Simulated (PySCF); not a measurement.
**Electronic structure of Ag³⁺ (silver, charge +3) at the UHF level**

Configuration: [Kr] 4d8, high-spin 3F determinant. Calculation: PySCF 2.14, in aug-cc-pVDZ-PP with ECP28MDF; a scalar-relativistic core potential.

- Total energy: -143.885850 hartree
- One-electron energy: -235.6818 hartree
- Hartree (Coulomb) energy: 104.1371 hartree
- Exchange energy: -12.3412 hartree
- ⟨S²⟩: 2.0028
- ⟨L²⟩: 12.036
- Sum of ⟨r⟩: 17.95 bohr
- Sum of ⟨r²⟩: 23.23 bohr²

| shell | electrons | mean orbital energy (eV) | spread (eV) | rms radius, mean of both spins (bohr) |
| --- | --- | --- | --- | --- |
| 4s α | 1 | -159.72 | 0 | 0.976 |
| 4s β | 1 | -155.13 | 0 | 0.976 |
| 4p α | 3 | -117.32 | 0 | 1.06 |
| 4p β | 3 | -111.73 | 0 | 1.06 |
| 4d α | 5 | -52.698 | 1.303 | 1.35 |
| 4d β | 3 | -50.648 | 0 | 1.35 |

Energies and moments cover only the electrons outside the core potential.
